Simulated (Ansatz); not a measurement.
Born–Oppenheimer molecular dynamics of BClFH4NO (9 atoms, charge 0, multiplicity 1). It starts at the highest image of a converged band, a first-order saddle point between two minima.

Level of theory: RKS PBE-D4/def2-SVP (Ansatz).

- ensemble: NVE (velocity Verlet)
- time step: 0.5 fs
- steps asked: 200
- starting velocities drawn for: 100 K
- seed: 4944

First frame:

```xyz
9
Properties=species:S:1:pos:R:3
B -0.074 0.379 0.001
Cl -0.297 -0.292 2.440
F 1.035 -0.299 -0.333
O -1.294 0.175 -0.562
H -1.392 -0.733 -0.901
N 0.129 1.736 0.665
H 1.070 2.135 0.559
H -0.599 2.429 0.455
H -0.031 1.153 1.758
```

Problem. How far do the bonds stretch over the last three quarters of this one trajectory? (Pairs bonded in most of those frames.)

Solution. 
```csv
bond,mean (Å),spread (Å),shortest,longest
B1–F3,1.349,0.011,1.33,1.37
B1–O4,1.367,0.017,1.33,1.39
B1–N6,1.441,0.028,1.40,1.50
Cl2–H9,1.343,0.043,1.28,1.45
O4–H5,0.974,0.001,0.97,0.98
N6–H7,1.021,0.004,1.01,1.03
N6–H8,1.021,0.005,1.01,1.03
```

Mean temperature of the second half: 358 K. The conserved energy stayed within 0.023 meV per atom of its start (net change 0.0061 meV per atom), so the integration is sound. The system heated up, since it started high on the potential surface and ran downhill. A run of 0.1 ps of so small a system gives no equilibrium averages. The orbitals stay closed-shell, which can raise the energy where a bond breaks towards radicals; this wasn't checked here.

Run time: 2.8 min on 2 threads of Intel(R) Xeon(R) 6975P-C (Granite Rapids) (shared host), peak memory 0.14 GiB.
